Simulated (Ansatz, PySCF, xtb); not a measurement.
Donor–acceptor adduct: BH3 (SMILES B) (first 4 atoms) with CHN (SMILES C#N); geometry from B3LYP-D3(BJ)/def2-TZVP, rigid monomers moved along the line of their centres of mass till B1···N6 is 1.39 Å.
(charge 0, multiplicity 1):
| atom | x (Å) | y (Å) | z (Å) |
|---|---|---|---|
| B | -0.0969 | 0.0482 | 0.7696 |
| H | 0.6659 | 0.9271 | 0.4507 |
| H | 0.2039 | -1.0311 | 0.3220 |
| H | -1.2557 | 0.3333 | 0.5912 |
| C | 0.1558 | -0.1762 | 3.2759 |
| N | 0.0418 | -0.0749 | 2.1452 |
| H | 0.2622 | -0.2707 | 4.3319 |

Monomers are frozen at their geometry in the pair; levels with a basis set take the counterpoise correction. Rows marked so take none.

Correlated levels freeze the cores. CBS(a, b) extrapolates the correlation energy as X⁻³ and adds the Hartree–Fock energy of set b. Rows in 6-311+G**, 6-31G* carry no dispersion term and start afresh at each structure (6-31G* with six Cartesian d functions). MP2/6-31G* freezes PySCF's default core.

Run with Ansatz (Gaussian basis) for Hartree–Fock, density functionals and correlated methods; PySCF for 6-311+G** rows, 6-31G* rows; xtb for the GFN methods. 

| level | interaction energy (kJ/mol) |
|---|---|
| GFN2-xTB | -138.5 |
| HF/aug-cc-pVTZ | -34.1 |
| PBE/def2-TZVPPD | -152.2 |
| B3LYP/6-31G* (no counterpoise) | [?] |
| B3LYP/6-311+G** (no counterpoise) | -109.2 |
| wB97M-V/def2-TZVPPD | -108.9 |
| MP2/6-31G* | -79.7 |
| MP2/aug-cc-pVDZ | -80.9 |
| CCSD(T)/CBS(aug-cc-pVDZ, aug-cc-pVTZ) | [?] |

Problem. Fill in the missing entries.

Solution. 
- B3LYP/6-31G* (no counterpoise), interaction energy (kJ/mol): -121.4
- CCSD(T)/CBS(aug-cc-pVDZ, aug-cc-pVTZ), interaction energy (kJ/mol): -98.1

Ansatz is an electronic-structure program.
